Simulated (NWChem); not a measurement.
Species: GeNH$_{2}$Br, singlet; SMILES [Ge]([NH2])[Br]

```xyz
5

Ge     0.4237     1.0083     0.0000
Br    -0.0201    -1.3258     0.0000
N     -1.3099     1.5318     0.0000
H     -2.1087     0.9033     0.0000
H     -1.5756     2.5123     0.0000
```
Atoms are numbered in this order, from 1.

Computed with NWChem. Pople sets run with spherical d functions. Low-valent species are run as closed-shell singlets; no triplet was tried in these runs. The geometry was optimised at PBE0/def2-SVP.

Question: Taking PBE/6-311G** as the yardstick, which of these has the fewest basis functions while keeping “highest occupied level (eV)” within 0.1 eV of it: PBE/STO-3G; PBE/3-21G; PBE/6-31G*?

Answer: PBE/6-31G*.
| level | basis functions | highest occupied level (eV) | relative time (rough) |
|---|---|---|---|
| PBE/STO-3G | 43 | -0.82 | 1 |
| PBE/3-21G | 57 | -5.86 | 1 |
| PBE/6-31G* | 82 | -6.22 | 8 |
| PBE/6-311G** | 118 | -6.28 | 6 |

The yardstick is one finite set, not the basis-set limit.
